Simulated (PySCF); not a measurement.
# Polarisability and C₆ of Mg⁺ (magnesium, charge +1)

[Ne] 3s1, 2S determinant. Computed with PySCF 2.14 in aug-cc-pVTZ-DK (6s5p3d2f, 50 functions), with scalar relativity by spin-free X2C-1e. Coupled (time-dependent) response in atomic units; α is the mean over directions.

```
method  mean α (bohr³)  C₆ (like pair)  S(−4)
   UHF           38.36           175.9   1542
   PBE           33.18           141.3   1165
  PBE0           34.67           150.9   1269
  BP86           32.35           136.3   1105
  PW91           32.94           139.7   1149
```

S(−4) is the Cauchy moment in α(ω) = α(0) + S(−4) ω² + …

α(iu) at PBE:

| u (hartree) | α(iu) (bohr³) |
| --- | --- |
| 0 | 33.18 |
| 0.0500 | 30.50 |
| 0.100 | 24.58 |
| 0.200 | 13.93 |
| 0.300 | 8.184 |
| 0.500 | 3.665 |
| 0.750 | 1.877 |
| 1.00 | 1.182 |
| 1.50 | 0.6374 |
| 2.00 | 0.4178 |
| 3.00 | 0.2275 |
| 5.00 | 0.09822 |

A single London oscillator, α(iu) = α/(1 + u²/ω²), gives C₆ = (3/4) ω α². Matching the computed C₆ needs ω = 4 × 141.3 / (3 × 33.18²) = 0.171 hartree.

For an ion, C₆ is the dispersion term alone; charge-induced terms of lower order in 1/R come first.
